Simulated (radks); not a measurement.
Results of a calculation; reference values are marked as such.
The mean radii <r> (bohr) of the occupied orbitals of an atom or ion are listed with their occupations. Code: a radial shooting solver on a logarithmic mesh with Libxc functionals. Model: Dirac Kohn-Sham, LDA (Slater exchange, Perdew-Wang correlation), spin-unpolarised, spherical densities, finite nucleus; Fermi nuclear charge, rms radius of each element as measured or else 0.836 A^(1/3) + 0.57 fm.

| orbital | occ. | <r> |
|---|---|---|
| 1s1/2 | 2 | 0.01716 |
| 2s1/2 | 2 | 0.07175 |
| 2p1/2 | 2 | 0.05908 |
| 2p3/2 | 4 | 0.06751 |
| 3s1/2 | 2 | 0.1867 |
| 3p1/2 | 2 | 0.1769 |
| 3p3/2 | 4 | 0.1924 |
| 3d3/2 | 4 | 0.1676 |
| 3d5/2 | 6 | 0.1724 |
| 4s1/2 | 2 | 0.4153 |
| 4p1/2 | 2 | 0.4180 |
| 4p3/2 | 4 | 0.4521 |
| 4d3/2 | 4 | 0.4618 |
| 4d5/2 | 6 | 0.4731 |
| 5s1/2 | 2 | 0.9486 |
| 4f5/2 | 6 | 0.5116 |
| 4f7/2 | 8 | 0.5189 |
| 5p1/2 | 2 | 1.026 |
| 5p3/2 | 3 | 1.123 |
| 5d3/2 | 4 | 1.506 |
| 5d5/2 | 5 | 1.560 |
| 5f5/2 | 1 | 8.417 |

Name the element and its charge. Open shells, if any, fill j = l - 1/2 first.

Answer. Z = 78, platinum, charge +1: Pt+ in [Kr] 4d10 4f14 5s2 5p5 5d9 5f1. The 1s radius gives Z: for a bare nucleus <r> = (2 gamma + 1)/(2Z) with gamma = sqrt(1 - (Z/c)^2), 0.01695 bohr for Z = 78, and screening makes it slightly larger (0.01716 here). The occupations add up to 77, and the charge is Z minus that.
